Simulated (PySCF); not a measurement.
# Tl: ionisation energy

Tl [Xe] 4f14 5d10 6s2 6p1 (2P) → Tl⁺ [Xe] 4f14 5d10 6s2 (1S), as a difference of total energies. Calculation: PySCF 2.14, in aug-cc-pVDZ-PP with ECP60MDF; a scalar-relativistic core potential. Correlated levels: valence: 5s2 5p6 5d10 frozen. The calculations carry no spin-orbit coupling.

```csv
method,ionisation energy (eV),error (eV)
UHF,4.999,-0.465
M06-L,5.018,-0.446
PBE,5.413,-0.051
MP2 (valence),5.127,-0.337
SCS-MP2 (valence),5.105,-0.359
CCSD (valence),5.175,-0.289
CCSD(T) (valence),5.183,-0.281
```

Reference: 5.464 eV (measured; NIST levels, between the centres of gravity of the two terms).

Errors of the correlated levels include the incompleteness of this basis and the frozen core.
